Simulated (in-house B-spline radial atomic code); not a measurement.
P⁺: [Ne] 3s1 (3p3/2)2 (5g9/2)1 (an excited or competing configuration)

Method: Dirac-Hartree-Fock, average of the jj configuration, Fermi nucleus of rms radius 3.1889 fm. Calculated with a radial B-spline atomic code at the basis-set limit.

Effective charges: Z_r = [3n² - l(l+1)]/(2<r>) from the radius, Z_e = n√(-2ε) from the energy, and Slater's rules. Values are occupation-weighted means over j.

```tsv
shell	electrons	ε (eV)	<r> (bohr)	Z_r	Z_e	Slater
1s	2	-2206.5	0.1034	14.51	12.73	14.70
2s	2	-228.36	0.5138	11.68	8.19	10.85
2p	6	-170.14	0.4819	10.38	7.07	10.85
3s	1	-38.728	1.742	7.75	5.06	5.50
3p	2	-27.056	1.985	6.30	4.23	5.50
5g	1	-2.1771	13.75	2.00	2.00	-
```

The least bound orbital is 5g9/2 at -2.177 eV, and it is also the most diffuse (<r> = 13.75 bohr).

For the 1s electron the small component carries 0.284 % of the norm, the zero-frequency Breit interaction raises the level by 1.407 eV, self-energy by 0.6106 eV, and vacuum polarisation lowers it by 0.03915 eV.
